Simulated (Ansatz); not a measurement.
BCl3H2Se, SMILES `Cl[B-](Cl)(Cl)[SeH2+]`, relaxed with RKS PBE0-D4/def2-TZVP in Ansatz from a PBE-D4/def2-SVP geometry. The force threshold is 0.005 eV/Å; the program also tests the step.

The species carries charge 0 and has multiplicity 1.

Start:

```xyz
7

Cl    1.929   -0.717    1.030
B     0.328    0.109    0.917
Cl   -1.102   -0.840    1.463
Cl    0.305    1.877    1.285
Se    0.106    0.208   -1.470
H    -0.234   -1.221   -1.702
H    -1.332    0.584   -1.523
```

Task: How much energy does the relaxation release, and in how many steps? (Estimate.)

Result: Computed: 1.94 kJ/mol, in 5 steps, 1 of them rejected.

Task: Which bonds change most? (Estimate.)

Result: The calculation gave: B2–Se5 from 2.400 to 2.306 Å; Se5–H7 from 1.487 to 1.470 Å; Se5–H6 from 1.487 to 1.470 Å; B2–Cl4 from 1.805 to 1.798 Å.

Task: Give the relaxed structure. (Estimate.)

Result: The calculation gave: 
```xyz
7

Cl    1.907   -0.716    1.012
B     0.318    0.110    0.859
Cl   -1.102   -0.830    1.424
Cl    0.302    1.861    1.269
Se    0.105    0.208   -1.436
H    -0.213   -1.211   -1.654
H    -1.318    0.579   -1.474
```
